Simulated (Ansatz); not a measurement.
**Question.** Name a neutral molecule of N, O, Zn and H with size of the dipole moment (B3LYP/def2-TZVPP) between 2.25 and 2.55 D and HOMO–LUMO gap (ωB97M-V/def2-TZVPP) between 10.25 and 10.55 eV (Ansatz, PBE0-D4/def2-TZVP geometry).

**Answer.** `[NH2][Zn][OH]` (2.49 D, 10.30 eV). Other molecules can fit too; these were computed, each in one conformer that needn't be the lowest.

B3LYP here is the variant with VWN-RPA as its local correlation; programs differ in this.
